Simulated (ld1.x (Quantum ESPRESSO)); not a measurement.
Which change was made? (Tc, TM semilocal)

```
Element                 : Tc
Generator               : ld1.x (Quantum ESPRESSO) 7.5
Type                    : norm-conserving Troullier–Martins (semilocal form)
Functional              : BLYP
Relativity              : scalar-relativistic
Frozen core             : [Ar] 3d10 4s2
Valence charge          : 13
Reference configuration : 4p6 4d5 5s2 5p0
Partial waves           : 4p (bound): rc 1.20 bohr; 4d (bound): rc 1.60 bohr; 5s (bound): rc 2.30 bohr
Local potential         : the s channel
Core correction         : Bessel-smoothed model core inside 0.75 bohr
```

Cutoffs, loose and tight: the cutoffs (Ry, on a coarse ladder) from which the occupation-weighted sum of valence levels, in a spherical-Bessel basis at the reference potential, stays within 10 and 1 mRy of its value at 400 Ry. They do not see the model core or the augmentation charge, which bear on the density cutoff. Test errors are all-electron minus pseudo excitation energies from the reference, over the configurations 4p6 4d5 5s1 5p0; 4p6 4d5 5s0 5p0; 4p6 4d4 5s0 5p0; 4p6 4d5 5s0 5p1; 4p5 4d5 5s2 5p0; 4p6 4d4 5s2 5p1; 4p6 4d5 5s0 5p2; variants that change the core or the reference have their own tests.

The base gives: outcome: generated; cutoff, loose: 100 Ry; cutoff, tight: 140 Ry; bound ghosts: none; largest test error (meV): -57.

Question: After one change the result is: outcome: generated; cutoff, loose: 70 Ry; cutoff, tight: 120 Ry; bound ghosts: none; largest test error (meV): -90. Which change was it?
A. form changed from semilocal to separable (Kleinman–Bylander), still TM; local potential the d channel
B. wave 5s (bound): rc 2.30 bohr becomes 5s (bound): rc 2.28 bohr
C. reference 4p6 4d5 5s1.5 5p0
D. all radii but the core radius scaled by about 1.11 (s 2.56, p 1.34, d 1.78 bohr)

Answer: D. The others give: form changed from semilocal to separable (Kleinman–Bylander), still TM; local potential the d channel → outcome: generated; cutoff, loose: 100 Ry; cutoff, tight: 140 Ry; bound ghosts: s; largest test error (meV): -75 | reference 4p6 4d5 5s1.5 5p0 → outcome: generated; cutoff, loose: 100 Ry; cutoff, tight: 140 Ry; bound ghosts: none; largest test error (meV): -96 | wave 5s (bound): rc 2.30 bohr becomes 5s (bound): rc 2.28 bohr → outcome: generated; cutoff, loose: 100 Ry; cutoff, tight: 140 Ry; bound ghosts: none; largest test error (meV): -45. In the semilocal form every listed channel keeps its own potential, so the choice of the local channel does not act on these tests. It acts once the file is put into the separable form.
